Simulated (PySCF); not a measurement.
## Exercise with solution: oscillator strength and radiative lifetime

Ge(F)(Cl)2(OH) (Cl2FGeHO), SMILES [F][Ge]([Cl])([Cl])[OH].

Geometry: B3LYP-D3(BJ)/def2-SVP. The structure was generated by enumeration, and PubChem lists no compound with its InChIKey, so it may never have been made. One conformer was computed; it need not be the lowest.

TDDFT-PBE/def2-SVPD run with PySCF 2.14.0 puts the first singlet state with f over 0.02 at 6.09 eV (vertical), with the transition dipole (0.336, 0.174, 0.054) in atomic units.

Q: Find the oscillator strength, the wavelength and the radiative lifetime that this transition would have in vacuum if emission retraced absorption.

A: 
|μ|² = 0.1461 au, so |μ| = 0.97 D. ΔE = 6.09/27.211 = 0.2238 hartree. f = (2/3) ΔE |μ|² = 0.022 (the program prints 0.022).
λ = 1239.84/6.09 = 204 nm; ν = 49119 cm⁻¹.
Einstein's coefficient A = 0.6670 ν² f s⁻¹ (ν in cm⁻¹) = 3.5e7 s⁻¹, so τ = 1/A = 29 ns. This state is S4; the lower singlets have f = 0.006, 0.010, 0.006. The figure is the radiative limit of this one transition; relaxation, internal conversion, crossing to triplets and a medium change what is measured.
